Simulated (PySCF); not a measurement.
Compound: C5H16N2Si2.
SMILES: `C[Si@](N)([SiH3])N1CCCC1`

The closed-shell ground state was solved at several levels (PySCF, density fitting, gas phase, non-relativistic). Isolated species at its PBE0-D3(BJ)/def2-SVP geometry (one conformer only).

```
        level  basis functions  HOMO (eV)  LUMO (eV)  gap (eV)  dipole (D)
PBE0/pcSseg-1              247      -5.83       0.68      6.51        2.17
 KT3/pcSseg-1              247      -4.71      -0.21      4.50        2.08
```

Estimate the row for PBE0/def2-SVPD, a basis of 316 functions; the other rows only guide the guess.

HOMO -5.85 eV, LUMO 0.34 eV, gap 6.19 eV, dipole 2.04 D.

Over all these levels, which gives the widest orbital gap and which the narrowest?

PBE0/pcSseg-1 (global hybrid, 25 % exact exchange) has the widest, 6.51 eV, and KT3/pcSseg-1 (GGA) the narrowest, 4.50 eV. The two share the basis. From the narrowest to the widest the HOMO moves by -1.12 eV and the LUMO by +0.89 eV.

How far do the dipole and the HOMO energy spread over the levels?

The dipole runs from 2.04 to 2.17 D (mean 2.09 D) and the HOMO from -5.85 to -4.71 eV.
